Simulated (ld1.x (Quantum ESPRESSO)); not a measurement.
Values are calculated unless marked as measured or tabulated.
# Potentials for Ru (Z = 44) compared

Generated with ld1.x 7.5 (TM, RRKJ, ultrasoft, PAW), atompaw 4.2 or ONCVPSP 4.0.1. The cutoff is in Ry: for ld1.x and atompaw files where the sum of valence levels is converged to 10 mRy in a Bessel basis, for ONCV files where the hardest occupied wave has 1 mHa per electron of residual kinetic energy. The error is the largest all-electron minus pseudo excitation energy over each file’s own four to seven test configurations (ionisations up to +4, promotions, holes and added fractions of an electron), all of which were solved. The labels leave out finer settings (local radius, basis sizes, second energies), which also bear on the numbers. Spin-polarised tests are not counted. The rows are a selection from randomly drawn settings: files with unsolved tests, undetermined cutoffs or missed reference levels are left out.

| potential | cutoff (Ry) | largest error (meV) | bound ghosts |
| --- | --- | --- | --- |
| TM, PW91, scalar-relativistic, rc 3.00/1.55/1.75 (spd), local smoothed, core correction yes, reference 4p6 4d7.5 5s0.5 5p0 | 55 | -645 | none |
| RRKJ, LDA (PZ), scalar-relativistic, rc 2.15/3.10/1.85 (spd), local s, core correction yes, reference 4d8 5s0 5p0 | 40 | -2425 | none |
| TM, LDA (PZ), scalar-relativistic, rc 1.75/1.30/1.20 (spd), local d, core correction yes, reference 4s2 4p6 4d8 5s0 5p0 | 80 | +1229 | none |
| TM, PBE, scalar-relativistic, rc 2.50/3.20/2.15 (spd), local s, core correction no, reference 4d6.5 5s0 5p0 | 40 | -825 | none |

**Question.** Fill in the row for Ru: TM, PBE, scalar-relativistic, rc 2.35/4.20/1.55 (spd), local s, core correction yes, reference 4d7.5 5s0.5 5p0.

**Answer.** cutoff 55 Ry, largest error -251 meV, bound ghosts: none.
